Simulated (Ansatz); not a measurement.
`O[SiH2][GeH2][SH]` + `N[Si](O)(F)F` → `O[SiH2]N[Si](O)(F)F` + `[SH][GeH3]`  (cleavage of the Si–Ge bond)

Program: Ansatz. Geometries: PBE0-D4/def2-TZVP. ΔE: electronic, gas phase. CCSD(T)/CBS adds triple-zeta CCSD(T) − MP2 to the extrapolated MP2 energy (def2 sets, frozen cores). DFT in def2-TZVPP. B3LYP here is the variant with VWN-RPA as its local correlation; programs differ in this. For Ge outer-core shells are correlated without core-valence functions, which leaves a few kJ/mol of doubt a bond. Scalar relativity is left out up to krypton. Each species was taken in one conformer, which may not be the lowest.

```csv
level,ΔE (kcal/mol),difference from CCSD(T)/CBS
r2SCAN-D4,-15.3,0.4
ωB97X-V,-16.1,-0.4
ωB97M-V,-16.7,-1.0
B2PLYP,-15.9,-0.2
PBE,-11.6,4.1
r2SCAN,-15.1,0.6
PBE0,-13.2,2.5
B3LYP,-14.6,1.1
HF/def2-TZVPP,-18.5,-2.8
MP2/def2-TZVPP,-17.1,-1.4
SCS-MP2/def2-TZVPP,-17.3,-1.6
CCSD/def2-TZVPP,-16.5,-0.8
CCSD(T)/def2-TZVPP,-16.4,-0.7
HF/def2-QZVPP,-18.8,-3.1
SCS-MP2/def2-QZVPP,-17.2,-1.5
CCSD/CBS(def2),-15.8,-0.1
CCSD(T)/CBS,-15.7,0
```

Largest T1 diagnostic among the species: 0.012.

In def2-TZVPP, CCSD(T) changes the Hartree–Fock value by +2.1 kcal/mol (the triples alone add +0.1 kcal/mol) and MP2 by +1.4 kcal/mol. From PBE to PBE0 (25 % exact exchange), in def2-TZVPP and without D4, ΔE moves by −1.5 kcal/mol. The D4 term adds −1.1 kcal/mol with B3LYP and −0.5 kcal/mol with PBE0; it sums over pairs of atoms, weighted by their polarisabilities, and B3LYP, whose exchange is more repulsive, gets the larger term.
